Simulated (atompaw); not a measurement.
## An all-electron radial function and its pseudo partner (phosphorus (P))

Columns: radius, all-electron u(r) and pseudo u(r) of the 3p shell (level -5.49 eV) of phosphorus in the configuration [Ne] 3s2 3p3; PBEsol, non-relativistic, PAW (atompaw) scheme, atompaw 4.2.0.5.

```
r (bohr)  all-electron   pseudo
   0.071        0.0806  -0.0038
   0.142        0.1966  -0.0150
   0.213        0.2725  -0.0333
   0.285        0.2976  -0.0586
   0.356        0.2796  -0.0894
   0.427        0.2313  -0.1253
   0.498        0.1636  -0.1651
   0.569        0.0850  -0.2078
   0.640        0.0018  -0.2525
   0.712       -0.0828  -0.2985
   0.783       -0.1633  -0.3438
   0.854       -0.2391  -0.3878
   0.925       -0.3091  -0.4299
   0.996       -0.3725  -0.4695
   1.067       -0.4295  -0.5058
   1.138       -0.4798  -0.5387
   1.210       -0.5243  -0.5684
   1.281       -0.5617  -0.5938
   1.352       -0.5932  -0.6155
   1.423       -0.6190  -0.6337
   1.494       -0.6396  -0.6486
   1.565       -0.6554  -0.6603
   1.637       -0.6671  -0.6692
   1.708       -0.6746  -0.6753
   1.779       -0.6786  -0.6787
   1.850       -0.6795  -0.6795
```

Task: How many radial nodes do the two functions have?

Result: The all-electron 3p function has n − l − 1 = 1; the pseudo-wave has 0, since the states of the same l below it are removed with the core.

Task: Is the pseudo-wave norm-conserving?

Result: No, it belongs to a PAW set: the norm inside the radius is not constrained, and the difference is carried by the augmentation charge.
